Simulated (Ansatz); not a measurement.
Relaxation of CH5ClSn (8 atoms, charge 0, multiplicity 1), to a largest force component of 0.02 eV/Å in at most 40 steps.

Method: RKS PBE-D4/def2-SVP in Ansatz 0.2.0.

```xyz
8
Properties=species:S:1:pos:R:3:forces:R:3
Sn 0.000 0.000 0.000 -0.19 0.00 -0.12
C 0.000 0.000 2.150 0.25 0.03 0.25
H -1.000 -0.309 2.521 0.06 0.01 -0.08
H 0.768 -0.711 2.521 -0.09 0.08 0.01
H 0.232 1.020 2.521 -0.01 -0.13 -0.01
Cl 2.273 0.000 -0.802 -0.39 0.00 0.13
H -0.820 1.420 -0.579 0.19 -0.04 -0.09
H -0.820 -1.420 -0.579 0.20 0.03 -0.09
```

Task: Where does it end, and by what steps?

Result: The run converged. After 3 steps the energy has fallen by 0.039 eV; Cl6 moved furthest, 0.10 Å.

| step | energy less start (eV) | largest force component (eV/Å) | accepted |
| --- | --- | --- | --- |
| 0 | 0.0000 | 0.394 | yes |
| 1 | 0.0204 | 0.409 | no |
| 2 | -0.0377 | 0.049 | yes |
| 3 | -0.0387 | 0.018 | yes |

```xyz
8
Properties=species:S:1:pos:R:3
Sn -0.067 -0.001 0.008
C 0.007 0.001 2.167
H -0.984 -0.286 2.572
H 0.769 -0.727 2.504
H 0.276 1.012 2.529
Cl 2.196 0.016 -0.740
H -0.791 1.425 -0.648
H -0.772 -1.440 -0.642
```

Time of the run: 5.6 s on 2 threads of Arm Neoverse V2, with other jobs on the host, peak memory 0.12 GiB.
